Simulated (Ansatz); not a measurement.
CH3BOTe, SMILES `B1OC[Te]1` at its PBE0-D4/def2-TZVP geometry, where that method's forces vanish. Charge 0, multiplicity 1. Te: def2 effective core potential.

```xyz
7

B     0.2234    1.1422    0.4525
O    -0.5105    0.0482    0.7822
C    -0.2306   -0.8756   -0.2593
Te    1.1310    0.4209   -1.3739
H     0.2592    2.1476    1.0863
H    -1.1324   -1.1178   -0.8182
H     0.2599   -1.7654    0.1304
```

Question: What forces (eV/Å) does r2SCAN-D4/def2-TZVPP give on these atoms in Ansatz? (Best estimate.)

Answer: Ansatz gave: 
```
B1   0.088  0.229  0.022
O2  -0.205 -0.016  0.294
C3  -0.070 -0.306 -0.111
Te4  0.183  0.091 -0.203
H5  -0.003 -0.030 -0.014
H6   0.006  0.014  0.008
H7   0.001  0.017  0.004
```
